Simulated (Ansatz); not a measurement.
Born–Oppenheimer molecular dynamics of ClFH₄W (7 atoms, charge 0, multiplicity 1). It starts from a relaxed structure.

Level of theory: RKS revPBE-D4/def2-SVP (Ansatz 0.2.0).

```
ensemble        : NVT, Langevin thermostat
time step       : 0.5 fs
steps asked     : 500
set temperature : 3000 K
friction        : 0.01 /fs
seed            : 17731
```

First frame:

```xyz
7
Properties=species:S:1:pos:R:3
W 0.000 0.372 0.370
F 0.000 -0.451 2.083
H 1.426 -0.286 -0.214
Cl 0.000 2.505 -0.493
H -1.426 -0.286 -0.214
H 0.000 -1.232 -0.117
H 0.000 0.048 -1.284
```

(1) How far do the bonds stretch over the last three quarters of this one trajectory? (Pairs bonded in most of those frames.)

Results:

(1) 
```tsv
bond	mean (Å)	spread (Å)	shortest	longest
W1–F2	1.901	0.075	1.77	2.07
W1–H3	1.737	0.116	1.51	1.96
W1–Cl4	2.386	0.188	2.09	2.73
W1–H5	1.856	0.248	1.42	2.43
W1–H6	1.782	0.124	1.50	2.10
W1–H7	1.714	0.072	1.54	1.92
```

Mean temperature of the second half: 2200 K. The mean temperature of the second half is 27 % below the set value. A run of 0.25 ps of so small a system gives no equilibrium averages.

The run took 6.7 min on 2 threads of Intel(R) Xeon(R) 6975P-C (Granite Rapids) (shared host), peak memory 0.17 GiB.
